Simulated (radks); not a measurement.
Values are calculated unless marked as measured or tabulated.
How relativity changes the ionisation of the molybdenum ion Mo3+ ([Kr] 4d3) to Mo4+ ([Kr] 4d2). Spin-unpolarised spherical Kohn-Sham, PBE, point nucleus unless stated (finite: rms radius 4.4091 fm), a radial shooting solver on a logarithmic mesh with Libxc functionals. A level marked "c x" has the speed of light scaled by that factor and shares open shells by 2j + 1; other Dirac levels either fill j = l - 1/2 first or share by 2j + 1.

level,E(Mo3+) (hartree),E(Mo4+) (hartree),IE (eV),HOMO,<r> HOMO (bohr)
non-rel.,-3975.15339,-3973.68407,39.982,4d,1.594
scalar-rel.,-4046.81514,-4045.36339,39.504,4d,1.609
"scalar-rel., finite nucleus",-4046.75809,-4045.30634,39.504,4d,1.609
"Dirac, 2j+1 shares",-4047.39804,-4045.94649,39.499,4d5/2,1.614
"Dirac, low j first",-4047.41701,-4045.96080,39.625,4d3/2,1.603
"Dirac, 2j+1 shares, finite nucleus",-4047.34089,-4045.88933,39.499,4d5/2,1.614
"Dirac, c x 0.75",-4108.65079,-4107.21312,39.121,4d5/2,1.630
"Dirac, c x 1.25",-4020.60615,-4019.14819,39.673,4d5/2,1.606
"Dirac, c x 3",-3982.85515,-3981.38779,39.929,4d5/2,1.596

NIST Atomic Spectra Database: 40.3 eV (semi-empirical). The relativistic part of the total energy of Mo3+ is -72.19 hartree (Dirac, 2j+1 shares, finite nucleus), 1.8 % of the non-relativistic value. Spin polarisation and multiplet splitting of open shells are left out at every level.

Beside tabulated values, note that relativity, absent from the non-relativistic runs, is large for the heavy elements, and spin-unpolarised runs miss the spin-polarisation part of the exchange energy of open shells.
